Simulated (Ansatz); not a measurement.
ClFH2NSn, SMILES `[NH2][Sn]([F])[Cl]` radical, relaxed with UKS PBE0-D4/def2-TZVP in Ansatz from a PBE-D4/def2-SVP geometry. The force threshold is 0.005 eV/Å; the program also tests the step.

The species carries charge 0 and has multiplicity 2. Sn: def2 effective core potential.

Start:

```xyz
6

N     0.664    0.818   -0.364
Sn   -0.467   -0.950   -0.093
F     0.324   -1.599    1.594
Cl   -2.671   -0.177    0.471
H     0.470    1.282   -1.266
H     1.679    0.625   -0.342
```

```csv
step,energy (eV),largest force (eV/Å),largest move (Å)
1,-22589.5614,1.012,0.000
2,-22589.6402,0.283,0.071
3,-22589.6467,0.099,0.022
4,-22589.6475,0.036,0.007
5 (rejected),-22589.6473,0.087,0.014
6,-22589.6477,0.017,0.007
7,-22589.6477,0.004,0.004
```

End:

```xyz
6

N     0.658    0.787   -0.366
Sn   -0.453   -0.905   -0.081
F     0.307   -1.562    1.562
Cl   -2.618   -0.191    0.460
H     0.450    1.270   -1.234
H     1.656    0.600   -0.340
```

Run time 31 s (4 threads of an Intel Xeon on a shared host); peak host memory 0.52 GiB.
